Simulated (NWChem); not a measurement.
Molecule: CH5GaS2; SMILES [CH3][Ga]([SH])[SH]

```xyz
9

Ga     0.3344     0.0047    -0.0023
C      2.2892     0.0022     0.0028
H      2.6671    -0.4929    -0.9045
H      2.6611    -0.5583     0.8739
H      2.6887     1.0252     0.0423
S     -0.7782    -1.9058    -0.1068
H     -2.0084    -1.3500    -0.0780
S     -0.7900     1.9075     0.0971
H     -2.0182     1.3474     0.0644
```
Atoms are numbered in this order, from 1.

The geometry was optimised at PBE0/def2-SVP.

Problem. Give the principal values of the shielding tensors (ppm) of Ga1, C2, S6, S8 from PBE0/pcSseg-1, GIAO (NWChem), with their diamagnetic and paramagnetic parts as GIAO splits them.

Solution. 
| atom | σ11 | σ22 | σ33 | isotropic | diamagnetic | paramagnetic |
|---|---|---|---|---|---|---|
| Ga1 | 998.6 | 1184.1 | 1222.6 | 1135.1 | 2639.8 | -1504.7 |
| C2 | 175.6 | 187.5 | 197.0 | 186.7 | 254.4 | -67.7 |
| S6 | 513.6 | 624.8 | 740.6 | 626.3 | 1057.3 | -431.0 |
| S8 | 508.0 | 619.2 | 739.8 | 622.3 | 1057.2 | -434.9 |
